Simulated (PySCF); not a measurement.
# Structure from 2D NMR

Compound of formula C₅H₇BO₂. Correlations simulated from computed shifts and couplings:

HSQC (one-bond C–H):
```tsv
δH	δC	1J(C,H) (Hz)
7.50	158.7	180
7.10	144.9	174
6.56	138.9	178
3.10	46.4	130
```

COSY cross peaks (|J| ≥ 2 Hz):
```tsv
δH	δH	abs. J (Hz)	bonds
7.50	6.56	2.3	4
7.10	6.56	6.1	3
7.10	3.10	2.2	4
```

HMBC (two and three bonds, |J| ≥ 2.5 Hz):
```tsv
δH	δC [abs. J in Hz]
7.50	146.6 [5.8], 144.9 [11.3], 138.9 [5.8], 46.4 [10.4]
7.10	158.7 [8.8], 146.6 [7.9], 138.9 [4.4], 46.4 [10.4]
6.56	158.7 [6.0], 146.6 [9.5], 144.9 [4.4], 46.4 [9.8]
3.10	158.7 [4.3], 146.6 [3.1], 144.9 [4.5], 138.9 [4.6]
```

Carbons without hydrogens: δ 146.6.

PySCF 2.14 calculation with NMR shieldings at PBE0/pcSseg-1/GIAO, coordinates at the PBE0-D3(BJ)/def2-SVP level and spin–spin couplings from B3LYP/pcJ-1 (spin–dipole term only in couplings to heteroatoms); in vacuum, a single conformation, no relativistic terms, rapidly exchanging positions averaged.

Shifts are taken against calculated references (same method and geometry level): 1H (31.27 ppm) and 13C (184.41 ppm) against TMS.

Exchangeable hydrogens are left out of these lists, and C,H couplings along chains are those of one rotamer, so weak HMBC peaks may be missing or extra.

Work out the connectivity.

Results:

`OB(O)C1=CCC=C1`.

Atom-mapped SMILES (the numbers label the heavy atoms): `[OH:1][B:2]([OH:3])[C:4]1=[CH:5][CH2:6][CH:7]=[CH:8]1` (H(Xn): hydrogen on atom n).

1. δC 158.7 is C5, an alkene CH (δH 7.50).
2. δC 146.6 is C4, a fully substituted alkene carbon.
3. δC 144.9 is C8, an alkene CH (δH 7.10).
4. δC 138.9 is C7, an alkene CH (δH 6.56).
5. δC 46.4 is C6, an allylic sp3 CH2 (δH 3.10).
6. HMBC from δH 7.50 reaches the proton-free carbon C4.
7. HMBC from δH 7.10 reaches the proton-free carbon C4.
8. HMBC from δH 6.56 reaches the proton-free carbon C4.
9. HMBC from δH 3.10 reaches the proton-free carbon C4.
10. COSY links 7.50–6.56, 7.10–6.56, 7.10–3.10.

This is the structure that produced the data.

The OH or NH signal is concentration- and solvent-dependent in practice; the value given is the gas-phase one. A carbon bonded to boron is broadened by the quadrupolar boron nucleus and is often missing from a measured spectrum. Unscaled 3J(H,H) at this level run about 10 % above measured values. Shifts are as computed. Against solution values, carbons near 30 ppm lie about +2 ppm off and those near 130 ppm about +5 ppm. Of 1309 compounds with measured shifts, 239 miss one by over three times the rms of a fit or turn the order of signals round; such compounds aren't used in these exercises.
